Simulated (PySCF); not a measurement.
## Ni²⁺ (nickel, charge +2): PBE calculation

Configuration: [Ar] 3d7 4s1, high-spin 5F determinant (an excited configuration). Calculation: PySCF 2.14, in x2c-TZVPPall with one added diffuse shell each of s, p, d, f type (7s6p5d3f1g, 80 functions); the spin-free X2C one-electron Hamiltonian (Gaussian nucleus).

```
Total energy                        : -1519.086 hartree
One-electron energy                 : -2080.398 hartree
Hartree (Coulomb) energy            : 624.136 hartree
Exchange-correlation energy         : -62.824 hartree
⟨S²⟩                                : 6.0004
⟨L²⟩                                : 12.007
Sum of ⟨r⟩                          : 16.66 bohr
Sum of ⟨r²⟩                         : 19.40 bohr²
Langevin diamagnetic susceptibility : -15.4 ×10⁻⁶ cm³/mol
```

```json
{"shell": "1s α", "electrons": "1", "mean orbital energy (eV)": "-8233.3", "spread (eV)": "0", "rms radius, mean of both spins (bohr)": "0.0624"}
{"shell": "1s β", "electrons": "1", "mean orbital energy (eV)": "-8233.2", "spread (eV)": "0", "rms radius, mean of both spins (bohr)": "0.0624"}
{"shell": "2s α", "electrons": "1", "mean orbital energy (eV)": "-1010.5", "spread (eV)": "0", "rms radius, mean of both spins (bohr)": "0.266"}
{"shell": "2s β", "electrons": "1", "mean orbital energy (eV)": "-1008.7", "spread (eV)": "0", "rms radius, mean of both spins (bohr)": "0.266"}
{"shell": "2p α", "electrons": "3", "mean orbital energy (eV)": "-873.30", "spread (eV)": "0", "rms radius, mean of both spins (bohr)": "0.238"}
{"shell": "2p β", "electrons": "3", "mean orbital energy (eV)": "-871.89", "spread (eV)": "0", "rms radius, mean of both spins (bohr)": "0.238"}
{"shell": "3s α", "electrons": "1", "mean orbital energy (eV)": "-140.03", "spread (eV)": "0", "rms radius, mean of both spins (bohr)": "0.790"}
{"shell": "3s β", "electrons": "1", "mean orbital energy (eV)": "-136.07", "spread (eV)": "0", "rms radius, mean of both spins (bohr)": "0.790"}
{"shell": "3p α", "electrons": "3", "mean orbital energy (eV)": "-100.18", "spread (eV)": "0", "rms radius, mean of both spins (bohr)": "0.836"}
{"shell": "3p β", "electrons": "3", "mean orbital energy (eV)": "-96.275", "spread (eV)": "0", "rms radius, mean of both spins (bohr)": "0.836"}
{"shell": "3d α", "electrons": "5", "mean orbital energy (eV)": "-36.711", "spread (eV)": "1.389", "rms radius, mean of both spins (bohr)": "1.03"}
{"shell": "3d β", "electrons": "2", "mean orbital energy (eV)": "-33.791", "spread (eV)": "0", "rms radius, mean of both spins (bohr)": "1.03"}
{"shell": "4s α", "electrons": "1", "mean orbital energy (eV)": "-24.695", "spread (eV)": "0", "rms radius, mean of both spins (bohr)": "2.46"}
```

Densities and radii are taken from the X2C orbitals without a picture-change correction, which distorts them close to the nucleus.
